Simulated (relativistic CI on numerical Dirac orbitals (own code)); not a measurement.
**Sensitivity of the levels of Ta XLVII to α and to the nuclear radius**

Method of calculation: Dirac-Coulomb-Breit CI, KLI orbitals optimised for each configuration, derivatives by finite differences, unscaled Slater integrals, QED left out (own radial code, finite nucleus).

Configuration list (outside the closed core [Ne]): 3s²3p⁶3d⁹, 3s²3p⁵3d¹⁰, 3s3p⁶3d¹⁰, 3s²3p⁶3d⁸4s, 3s²3p⁶3d⁸4p, 3s²3p⁴3d¹⁰4s, 3s²3p⁶3d⁸4d, 3s²3p⁴3d¹⁰4p. Levels of other configurations are missing.

With x = (α/α₀)² − 1 an excitation energy changes as ω = ω₀ + qx; K = 2q/ω₀ is the relative enhancement. Terms are leading LS components, so labels can repeat. The field-shift factor is F = δν/δ⟨r²⟩ for the transition from the lowest level.

Lowest level 3s²3p⁶3d⁹ ²D5/2.

| Level | ω₀ (cm⁻¹) | q (cm⁻¹) | F (GHz/fm²) |
| --- | --- | --- | --- |
| 3s²3p⁶3d⁹ ²D3/2 | 502230 | 508000 | 12.4 |
| 3s²3p⁵3d¹⁰ ²P°3/2 | 3546221 | 639800 | 36.6 |
| 3s²3p⁵3d¹⁰ ²P°1/2 | 5875408 | 3.474e+06 | -320 |
| 3s3p⁶3d¹⁰ ²S1/2 | 7786167 | 3.819e+06 | -6180 |
| 3s²3p⁶3d⁸4s ⁴F9/2 | 12481404 | -1.518e+06 | 2260 |
| 3s²3p⁶3d⁸4s ²F7/2 | 12505500 | -1.515e+06 | 2260 |
| 3s²3p⁶3d⁸4s ²D5/2 | 12559922 | -1.516e+06 | 2260 |
| 3s²3p⁶3d⁸4s ²D3/2 | 12571224 | -1.513e+06 | 2260 |
| 3s²3p⁶3d⁸4s ²S1/2 | 12717412 | -1.494e+06 | 2260 |
| 3s²3p⁶3d⁸4s ⁴F7/2 | 12976662 | -1.007e+06 | 2270 |
| 3s²3p⁶3d⁸4s ⁴F5/2 | 12982660 | -1.004e+06 | 2270 |
| 3s²3p⁶3d⁸4s ⁴P5/2 | 13052279 | -1.002e+06 | 2270 |
| 3s²3p⁶3d⁸4s ⁴P3/2 | 13057986 | -999400 | 2270 |

At this charge energies of transitions that change n are usually good to better than 1 %, and those within a shell (Δn = 0) to a few per cent.

(1) Which transition from the lowest level has the largest |K|?

Results:

(1) 3s²3p⁶3d⁹ ²D3/2 at 502230 cm⁻¹, K = 2.02.
